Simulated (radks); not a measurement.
The numbers below are computed, except where a source is named.
Task: B2+, configuration [He] 3d1 (not the ground configuration). Level of theory: non-relativistic Kohn-Sham, OLYP, spin-polarised, spherical densities, point nucleus; open shells are filled with parallel spins first (a radial shooting solver on a logarithmic mesh with Libxc functionals). Some entries of the table are withheld. Estimate them.

| orbital | occ. | eigenvalue (hartree) | r(max) (bohr) |
|---|---|---|---|
| 1s up | 1 | (1) | 0.2099 |
| 1s down | 1 | (2) | 0.2099 |
| 2s up | 0 | -1.33119 | 1.316 |
| 2p up | 0 | -1.12855 | (3) |
| 3d up | 1 | (4) | 2.994 |
| 4f up | 0 | -0.18834 | 5.824 |

Result: 
(1) 1s up eigenvalue (hartree): -8.18030
(2) 1s down eigenvalue (hartree): -8.18020
(3) 2p up r(max) (bohr): 1.088
(4) 3d up eigenvalue (hartree): -0.41053
